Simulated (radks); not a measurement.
Values are calculated unless marked as measured or tabulated.
Ionisation of the calcium ion Ca9+, [Ne] 3s1, to [Ne] as the strength of local exchange is varied. Level of theory: non-relativistic Kohn-Sham, Slater X-alpha exchange (alpha = 2/3 is LDA exchange), no correlation, spin-polarised, spherical densities, point nucleus; open shells are filled with parallel spins first (a radial shooting solver on a logarithmic mesh with Libxc functionals).

| alpha | E(Ca9+) (hartree) | exchange (hartree) | IE (eV) | -e of the level emptied (eV) | <r> of it (bohr) |
|---|---|---|---|---|---|
| 0.667 | -645.62013 | -27.84631 | 210.04 | 200.31 (3s) | 0.9815 |
| 0.687 | -646.45548 | -28.70723 | 210.58 | 200.92 (3s) | 0.9801 |
| 0.73 | -648.25404 | -30.56335 | 211.74 | 202.22 (3s) | 0.9770 |
| 0.75 | -649.09177 | -31.42904 | 212.28 | 202.83 (3s) | 0.9756 |
| 0.783 | -650.47568 | -32.86073 | 213.17 | 203.83 (3s) | 0.9732 |
| 1.046 | -661.57853 | -44.41799 | 220.35 | 211.93 (3s) | 0.9550 |

NIST Atomic Spectra Database: 211.28 eV (semi-empirical). The Delta-SCF value meets it near alpha = 0.71.
